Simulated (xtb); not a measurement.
A run for xtb: GFN1-xTB on C2H4F2 (SMILES FCCF).

```
$ xtb mol.xyz --gfn 1 --sp --chrg 0 --uhf 0
8

F     -1.35374919     0.84894211    -0.75138631
C     -0.74350900    -0.10792512     0.05260927
C      0.75179577    -0.00704527    -0.04399137
F      1.21022214     1.13578474     0.60267447
H     -1.06872486    -1.09462843    -0.28954993
H     -1.07638833     0.05374612     1.08006158
H      1.21114240    -0.87533441     0.43715017
H      1.06911107     0.04646026    -1.08756787
```

Problem. Predict the final total energy.

Solution. -16.6666 hartree.
